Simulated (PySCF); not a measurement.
## Telling isomers of C6H12N2Si apart by NMR

PySCF calculation with NMR shieldings at PBE0/pcSseg-1/GIAO and GFN2-xTB geometry; non-relativistic, in vacuum, rapidly exchanging positions averaged, one computed conformer.

References, each an isolated molecule treated in the same way: TMS for 1H (31.72 ppm), 13C (186.93 ppm). Where no couplings were computed, multiplicities follow the n + 1 count of equivalent neighbours, and m marks all less simple cases (inequivalent or close neighbours, rings, F or P nearby). Shifts are as computed. Against solution values, carbons near 30 ppm lie about +3 ppm off and those near 130 ppm about +5 ppm. Of 1211 compounds with measured shifts, 218 miss one by over three times the rms of a fit or turn the order of signals round; such compounds aren't used in these exercises. OH and NH positions are gas-phase values without hydrogen bonding to other molecules.

(1) Tabulate the signals of `CN(C)[Si@H]1C[C@H](C#N)C1`, `C#C[C@@](C)(/C=N\C)N[SiH3]` and their relative energies.

(2) What is the quickest way to tell CN(C)[Si@H]1C[C@H](C#N)C1 from C#C[C@@](C)(/C=N\C)N[SiH3]?

Answers

(1) 
```json
{"SMILES": "CN(C)[Si@H]1C[C@H](C#N)C1", "carbon types": "1×C 1×CH 2×CH2 2×CH3", "δC": "130.4, 38.5, 22.3, 16.2", "δH": "5.69 (m, 1H), 2.99 (m, 1H), 2.52 (s, 6H), 1.84 (m, 2H), 1.62 (m, 2H)", "E rel. (kcal/mol)": "0.0"}
{"SMILES": "C#C[C@@](C)(/C=N\\C)N[SiH3]", "carbon types": "2×C 2×CH 2×CH3", "δC": "167.9, 87.2, 84.4, 48.2, 44.9, 33.6", "δH": "7.71 (s, 1H), 4.70 (s, 3H), 4.07 (s, 3H), 2.16 (s, 1H), 1.61 (s, 3H), -0.05 (br s, 1H)", "E rel. (kcal/mol)": "50.9"}
```

Energies are electronic energies at PBE0/pcSseg-1 on these geometries, without zero-point or thermal terms, each for the one conformer computed, which needn't be the lowest.

(2) Count the carbon signals: 4 against 6. The first has an sp3 CH2 bonded to Si at 22.3 ppm, the second a C=N carbon (CH) at 167.9 ppm. Their most deshielded carbons lie at 130.4 and 167.9 ppm. In the proton spectra the most deshielded non-exchanging signals are 5.69 (m, 1H) and 7.71 (s, 1H).
